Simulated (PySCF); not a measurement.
Input of a response calculation (the driver script's job line, then coordinates in Å):

```
{"job": {"kind": "uv", "xc": "B3LYP", "basis": "def2-SVPD", "nstates": 8, "ntriplets": 3}, "charge": 0, "multiplicity": 1}
Cl     2.976694     1.226988     1.476551
Ga     1.898426     0.092018     0.090031
Cl     2.922362    -1.040665    -1.333659
C     -0.088329     0.086142     0.109708
C     -1.212569     0.498241     0.635755
C     -1.369461    -0.432094    -0.526284
H     -1.749735     1.068639     1.355458
H     -1.676408    -1.456238    -0.348471
H     -1.687418    -0.037037    -1.484269
```

Level of theory: TDDFT B3LYP/def2-SVPD, vertical, gas phase, core orbitals frozen in the response (PySCF). Job line and output are in the format of a driver script around the code.

**Question.** What does the script print for it, SCF cycles aside?

**Answer.** 
```
converged SCF energy = -2960.8757582141

Static polarisability (au): isotropic 89.752, principal 61.002 94.458 113.797

Singlet excitations
state   eV       nm        f      main configurations
  1   4.7110    263.2   0.00045   H-1->L 0.98
  2   4.7374    261.7   0.10395   H->L 0.96
  3   5.2711    235.2   0.00064   H->L+1 0.99
  4   5.7539    215.5   0.00001   H-2->L 0.98
  5   6.0343    205.5   0.00040   H-4->L 0.91
  6   6.0750    204.1   0.28800   H-1->L+1 0.94
  7   6.2136    199.5   0.02369   H-3->L 0.89
  8   6.4262    192.9   0.00000   H-6->L 0.90

Triplet excitations (Tamm-Dancoff, eV): 3.4012 4.3790 5.0911
```

Isolated species at its GFN2-xTB geometry, gas phase. Relativistic effects, spin–orbit coupling among them, are left out although an element past zinc is present.

H and L stand for HOMO and LUMO.

Time: 44 s wall (with the writing of density and orbital grids); peak memory 0.71 GiB. Hardware: one thread of an Arm Neoverse N1, shared host.

Conformer computed: `[Cl:1][Ga:2]([Cl:3])[C:4]1=[CH:5][CH2:6]1`: Cl1–Ga2–C4–C5 0°.
